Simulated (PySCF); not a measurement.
Species: C6H3FN3 (charge -1).
Z-matrix (Å and degrees, GFN2-xTB geometry), rows numbered from 1:
```
F 
C   1  1.3822
C   2  1.3990  1  116.90
C   3  1.3756  2  120.14  1  -179.97
C   4  1.3930  3  117.96  2     0.09
N   5  1.3524  4  132.97  3   179.90
N   6  1.3111  5  106.74  4   180.00
N   7  1.3148  6  113.88  5    -0.03
C   8  1.3495  7  106.64  6     0.02
C   2  1.3691  1  118.68  3   180.00
H   3  1.0819  2  118.47  1     0.05
H   4  1.0822  3  121.08  2  -179.91
H  10  1.0801  2  121.58  1    -0.12
```

Level of theory: TDDFT wB97X-D/def2-SVPD, vertical, gas phase, core orbitals frozen in the response in PySCF 2.14.0, density-fitted response routines.

Each state is given a Gaussian of 0.5 eV full width at half maximum, with ε(max) = 2.175×10⁸ f / Δν̃ (Δν̃ the width in cm⁻¹). The cross-section is σ = 3.8235×10⁻²¹ ε cm², given in Mb (10⁻¹⁸ cm²). The width is an assumption, not a result. The curve ends short of the highest state used, and states not computed would add to its high-energy end.

| λ (nm) | σ (Mb) |
| --- | --- |
| 209.6 | 0.50 |
| 214.5 | 0.17 |
| 219.3 | 0.19 |
| 224.1 | 0.76 |
| 228.9 | 2.58 |
| 233.8 | 6.44 |
| 238.6 | 11.86 |
| 243.4 | 17.15 |
| 248.2 | 20.43 |
| 253.1 | 21.17 |
| 257.9 | 20.19 |
| 262.7 | 18.44 |
| 267.5 | 16.23 |
| 272.4 | 13.46 |
| 277.2 | 10.36 |
| 282.0 | 7.30 |
| 286.8 | 4.69 |
| 291.7 | 2.72 |
| 296.5 | 1.46 |
| 301.3 | 0.73 |
| 306.1 | 0.34 |
| 311.0 | 0.14 |
| 315.8 | 0.06 |
| 320.6 | 0.02 |

Task: Where are the band maxima, and which computed states make them?

Result: 252 nm (4.92 eV), ε about 5500, made up of S1 (21%) and S3 (77%) (ε in L mol⁻¹ cm⁻¹; maxima over ε = 5, shares over 10%). At its high-energy end, 5.91 eV, the curve is still rising (ε about 130, from S5 and S6). The states used: S1 4.62 eV (f 0.057); S2 4.80 eV (f 0.0024); S3 5.00 eV (f 0.086); S4 5.30 eV (f 0.0000); S5 6.07 eV (f 0.0007); S6 6.33 eV (f 0.012); S7 6.46 eV (f 0.0025); S8 6.51 eV (f 0.0000).

Task: On this curve, what absorbance would a 10⁻⁵ mol/L sample give at 248 nm over a 1 cm path?

Result: 248 nm is 4.999 eV, where ε is about 5300 L mol⁻¹ cm⁻¹, so A = ε c l ≈ 0.053 (Beer–Lambert, with the gas-phase spectrum and the assumed width).

Task: Coming from long wavelengths, where does ε first pass 100 L mol⁻¹ cm⁻¹?

Result: At about 305 nm (4.06 eV), 0.56 eV below S1.

Task: What would ε be at 4.92 eV, the highest of these maxima, with half the width (0.25 eV)?

Result: About 7250 L mol⁻¹ cm⁻¹ against 5550, a factor of about 1.3; a lone state at its own centre would give exactly 2.

No detachment energy is given for this anion; states above it aren't bound, and a finite basis only mimics them.
